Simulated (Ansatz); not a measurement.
Geometry optimisation, Ansatz, UKS LDA/def2-SVP.

Input:

```yaml
crystal:
  periodic: [false, false, false]
  atoms:
    - { symbol: Ga, position_ang: [-0.282885, -0.545291, -0.113919] }
    - { symbol: H, position_ang: [0.886832, 0.135424, 2.287195] }
    - { symbol: "N", position_ang: [1.465093, 0.016608, -0.407258] }
    - { symbol: H, position_ang: [2.199175, -0.696725, -0.452824] }
    - { symbol: H, position_ang: [1.604568, 0.667473, -1.193329] }
    - { symbol: H, position_ang: [-1.419097, 0.494975, -0.507434] }
    - { symbol: O, position_ang: [-0.062156, -0.042169, 2.041072] }
    - { symbol: H, position_ang: [-0.333429, -0.831395, 2.553599] }
magnetization:
  spin_polarized: true
  initial_magnetization: 1
basis:
  gaussian: { orbitals: def2-SVP }
hamiltonian:
  xc: lda
relax:
  f_tol: 0.03
  max_steps: 50
output:
  orbitals: {}
```

Run as:

```bash
$ ansatz run input.yaml --threads 2 --pin off --max-ram 3072MiB --backend cpu --events-out ev --progress --plain --runs-dir out
```

Q: Where does it end, and by what steps?

A: The forces met the threshold. After 21 steps the energy has fallen by 0.805 eV; H2 moved furthest, 1.48 Å. Parted: H2–O7 (1.00 → 1.88 Å). Joined: H2–N3 (2.76 → 1.05 Å).

```tsv
step	energy less start (eV)	largest force component (eV/Å)	accepted
0	0.0000	0.522	yes
1	-0.0765	0.826	yes
2	-0.1585	0.490	yes
3	-0.2638	0.398	yes
4	-0.3481	0.392	yes
5	-0.3647	0.953	yes
6	-0.3753	0.759	yes
7	-0.3991	0.289	yes
8	-0.4203	0.274	yes
9	-0.5305	1.004	yes
10	-0.5063	3.401	no
11	-0.6675	0.414	yes
12	-0.7320	0.274	yes
13	-0.7756	0.131	yes
14	-0.7883	0.193	yes
15	-0.7915	0.562	yes
16	-0.7989	0.174	yes
17	-0.4681	3.327	no
18	-0.7828	0.437	no
19	-0.8044	0.215	yes
20	-0.8044	0.180	yes
21	-0.8055	0.029	yes
```

```xyz
8
Properties=species:S:1:pos:R:3
Ga -0.544 -0.676 0.226
H 1.515 0.111 0.946
N 1.426 -0.007 -0.091
H 2.119 -0.687 -0.433
H 1.550 0.891 -0.579
H -1.409 0.473 -0.499
O -0.018 -0.292 1.955
H -0.581 -0.615 2.681
```

Run time: 23 s on 2 threads of Arm Neoverse V2, on a shared host, peak memory 0.14 GiB.
